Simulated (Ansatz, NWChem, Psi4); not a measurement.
**Computed against measured: atomisation enthalpy at 298 K**

6 molecules with halogens; the atomisation enthalpy at 298 K in kJ/mol, computed less measured. Shapes, held fixed at every level: PBE0-D4/def2-TZVP. Thermal terms are harmonic and unscaled (PBE0-D4/def2-TZVP); the spin-orbit lowering of the free atoms is taken from their spectra. Programs: Ansatz 0.2.0, NWChem 7.3.0, Psi4 1.11. A level may come from different programs for different species; with the same settings they agree closely. Measured values: Active Thermochemical Tables, CRC Handbook of Chemistry and Physics, NIST-JANAF tables.

Levels: A = HF/STO-3G; B = B3LYP/6-31G* (spherical functions); C = CAM-B3LYP/cc-pVDZ; D = CCSD/cc-pVDZ.

```
                     molecule  from tabulated heats     A     B     C     D
      AsF3 (SMILES F[As](F)F)                  1326  -903   -22   -47  -245
  BBr2F (dibromofluoroborane)                  1388  -166   -27   -36  -153
SiCl4 (silicon tetrachloride)                  1598  -342  -159  -159  -279
    C2H3ClO (SMILES CC(=O)Cl)                  2700  -646   -26   -49  -270
    C2H4Cl2 (SMILES CC(Cl)Cl)                  2676  -309   -39   -64  -254
      C3H7F (2-fluoropropane)                  4049  -347   +13   -26  -312
```

Problem. Sum up the errors.

Solution. 
```tsv
level	kind	mean error	mean absolute error	worst case
HF/STO-3G	Hartree–Fock	-452.2	452.2	AsF3
B3LYP/6-31G* (spherical functions)	global hybrid	-43.3	47.7	SiCl4
CAM-B3LYP/cc-pVDZ	range-separated hybrid	-63.5	63.5	SiCl4
CCSD/cc-pVDZ	coupled cluster or CI	-252.2	252.2	C3H7F
```

On this set B3LYP/6-31G* (spherical functions) has the smallest mean absolute error and HF/STO-3G the largest. HF/STO-3G is too low in 6 of 6; B3LYP/6-31G* (spherical functions) is too low in 5 of 6; CAM-B3LYP/cc-pVDZ is too low in 6 of 6; CCSD/cc-pVDZ is too low in 6 of 6. The molecules' own spin-orbit binding is left out, so errors for heavy halides read too negative. The tabulated values of AsF3, BBr2F, C3H7F are in doubt (older tables, estimates, or at odds with other calculations) and kept here. Over the 3 molecules whose values aren't doubted the mean absolute errors are A 432.3; B 74.7; C 90.7; D 267.7. A functional in a double-zeta set wins here by errors that cancel. Hartree–Fock lacks correlation and underbinds. Rows in very small basis sets show the basis more than the method. Correlated wave functions converge slowly with the basis. CCSD also lacks the triples, which bind further. Relativity is left out for As, Br. Outer-core shells of As, Br are correlated, in sets that cover them unevenly. The set is small.
